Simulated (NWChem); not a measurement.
**Correlation energy of Bi**

SMILES: [Bi]
```xyz
1

Bi     0.0000     0.0000     0.0000
```
Charge 0, spin multiplicity 4.

Everything below was run with NWChem.

Basis set: def2-TZVP. Each correlation energy counts from its own Hartree-Fock reference.

```tsv
method	correlation energy (mHa)
SCS-UMP2	-321.2
CCSD on ROHF	-347.3
CCSD(T) on UHF	-349.3
UMP2	-369.9
CCSD on UHF	-343.7
CCSD[T] on ROHF	-353.5
CCSD[T] on UHF	-349.5
CCSD(T) on ROHF	-353.3
```

The values span 48.7 mHa, from UMP2 (lowest) to SCS-UMP2 (highest). 

Effective core potentials replace the inner electrons of Bi; spin-orbit coupling is left out. The correlated methods keep 4 core orbitals frozen. No SCF solution was tested for a lower state. Open-shell Hartree-Fock references start from PBE0 orbitals. Coupled-cluster values serve here as a point of comparison, not as the truth.
